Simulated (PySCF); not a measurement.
# Dipole response of Tl²⁺ (thallium, charge +2)

[Xe] 4f14 5d10 6s1, 2S determinant. All numbers are calculated (PySCF 2.14, scalar relativity by spin-free X2C-1e, in aug-cc-pVQZ-DK3 (10s9p7d4f2g, 118 functions)). Coupled (time-dependent) response in atomic units; α is the mean over directions.

```csv
method,mean α (bohr³),C₆ (like pair),S(−4)
UHF,14.59,86.16,101.8
```

S(−4) is the Cauchy moment in α(ω) = α(0) + S(−4) ω² + …

α(iu) at UHF:

```
u (hartree)  α(iu) (bohr³)
          0          14.59
     0.0500          14.34
      0.100          13.67
      0.200          11.70
      0.300          9.769
      0.500          7.109
      0.750          5.263
       1.00          4.153
       1.50          2.833
       2.00          2.058
       3.00          1.206
       5.00         0.5393
```

A single London oscillator, α(iu) = α/(1 + u²/ω²), gives C₆ = (3/4) ω α². Matching the computed C₆ needs ω = 4 × 86.16 / (3 × 14.59²) = 0.540 hartree.

For an ion, C₆ is the dispersion term alone; charge-induced terms of lower order in 1/R come first.

Spin-orbit coupling, which splits the p, d and f shells strongly at this Z, is absent.
